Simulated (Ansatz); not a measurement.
`C[S][GeH]([F])[Cl]` + H–F → `C[S][GeH]([F])[F]` + HCl at 400 K and 1 bar (ligand exchange at a Ge–Cl bond).

Isolated molecules relaxed with PBE0-D4/def2-TZVP in Ansatz; ΔE leaves out vibrations. CCSD(T)/CBS is the MP2 limit (def2-TZVPP, def2-QZVPP) plus CCSD(T) − MP2 in def2-TZVPP, frozen cores. This one scheme is used for every species. For Ge outer-core shells are correlated without core-valence functions, which leaves a few kJ/mol of doubt a bond. Scalar relativity is left out up to krypton. One conformer a species, not always the lowest.

```json
{"species": "`C[S][GeH]([F])[Cl]`", "CCSD(T)/CBS energy (Eh)": "-3074.01984", "H − E (kJ/mol)": "169.4", "S (J/(mol·K))": "414.9"}
{"species": "H–F", "CCSD(T)/CBS energy (Eh)": "-100.39570", "H − E (kJ/mol)": "36.5", "S (J/(mol·K))": "182.2"}
{"species": "`C[S][GeH]([F])[F]`", "CCSD(T)/CBS energy (Eh)": "-2714.02980", "H − E (kJ/mol)": "170.7", "S (J/(mol·K))": "405.9"}
{"species": "HCl", "CCSD(T)/CBS energy (Eh)": "-460.38127", "H − E (kJ/mol)": "29.6", "S (J/(mol·K))": "195.4"}
```

H − E and S are ideal-gas, rigid-rotor, harmonic terms from PBE0-D4/def2-TZVP, for one conformer and one mirror image of each species. 1 Eh = 2625.50 kJ/mol, R = 8.31446 J/(mol·K).

Problem. By hand: ΔE, ΔH, ΔS and ΔG.

Solution. ΔE = (-2714.02980) + (-460.38127) − (-3074.01984) − (-100.39570) = 0.00447 Eh = 11.7 kJ/mol. Δ(H − E) = 170.7 + 29.6 − 169.4 − 36.5 = -5.6, so ΔH = 6.1 kJ/mol. ΔS = 405.9 + 195.4 − 414.9 − 182.2 = 4.2 J/(mol·K). ΔG = 6.1 − 400 × (4.2)/1000 = 4.4 kJ/mol.

Problem. By hand: the equilibrium constant, and the temperature at which ΔG would vanish if ΔH and ΔS stayed fixed.

Solution. log₁₀ K = −ΔG/(RT ln 10) = -0.6. ΔG = 0 at ΔH/ΔS = 1452 K, though so small a ΔH makes that figure unsure.

The number of gas molecules stays the same, so ΔS is small and ΔH decides. The sign of ΔG lies within the doubt. A doubt of 5 kJ/mol in ΔE shifts log₁₀ K by 0.7 here. Other conformers and mirror images would add mixing entropy, several J/(mol·K) or more a flexible species. Modes under 60 cm⁻¹, often nearly free rotors, make the harmonic entropy too high. These are equilibria of isolated gas molecules and say nothing of rates. Largest T1 diagnostic: 0.012 (customary marks: 0.02 for closed shells, 0.045 for open ones).
